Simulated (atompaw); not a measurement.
**What one change does to a pseudopotential (Cs (Z = 55), PAW (atompaw))**

Cs (Z = 55), PAW, made with atompaw 4.2.0.5 (PBEsol, scalar-relativistic). Core [Kr] 4d10, reference 5s2 5p6 5d0 6s0.75 6p0 (charge +0.25). Waves: 5s (bound): rc 2.80 bohr; 6s (bound): rc 3.00 bohr; 5p (bound): rc 3.00 bohr; 6p (bound, empty): rc 3.00 bohr; 5d (bound, empty): rc 3.00 bohr; 5d channel at 3.1 Ry: rc 3.00 bohr. Local part: bessel scheme, radius 2.10 bohr. Core correction: smooth core density matched at 2.65 bohr. Augmentation charge: besselshape compensation charge, radius 2.45 bohr; PAW radius 3.00 bohr; waves and projectors: custom polynom vanderbiltortho.

All-electron outer shells of the reference configuration (PBEsol, scalar-relativistic, ld1.x):

```csv
shell,level (eV),outermost node (bohr),outermost maximum (bohr)
4p,-161.79,0.36,0.67
4d,-75.37,0.33,0.72
5s,-27.96,0.82,1.54
5p,-14.71,0.89,1.79
6s,-2.91,2.10,4.62
6p,-1.39,2.59,6.31
5d,-1.24,1.06,3.14
```

Change: local potential troulliermartins scheme with l = 3 at 0 Ry, radius 2.10 bohr.

Cutoffs: the cutoffs (Ry, on a coarse ladder) from which the occupation-weighted sum of valence levels, in a spherical-Bessel basis at the reference potential, stays within 10 and 1 mRy of its value at 400 Ry; they do not see the model core or the augmentation charge, which bear on the density cutoff.

What does the change do?

The potential gets neither clearly harder nor softer (8 Ry and 15 Ry → 8 Ry and 15 Ry); a bound ghost appears in s, which as a rule spoils a file; the range in which the s phases agree widens (upper end 3.0 → 4.4); the range in which the d phases agree narrows (upper end at the end of the scan → 3.8). A state that the projectors do not describe sees the local part alone, so a deeper or shallower local part can create or remove a ghost.

```csv
quantity,base,changed
"cutoff, loose",8 Ry,8 Ry
"cutoff, tight",15 Ry,15 Ry
bound ghosts,none,s
s: phases at 3.00 bohr within 0.05 rad from the reference energy up to (Ry; the scan ends near 5),3.0,4.4
p: phases at 3.00 bohr within 0.05 rad from the reference energy up to (Ry; the scan ends near 5),to the end of the scan,to the end of the scan
d: phases at 3.00 bohr within 0.05 rad from the reference energy up to (Ry; the scan ends near 5),to the end of the scan,3.8
lowest overlap eigenvalue by channel,"s 0.55, p 0.91, d 0.93","s 0.34, p 0.85, d 0.93"
```

 A true bound ghost makes a file unfit for plane-wave use even where its test errors are small: the radial tests pick states by their node count and pass the ghost by. The cutoffs see the waves, projectors and local potential, not the compensation charge or the core.
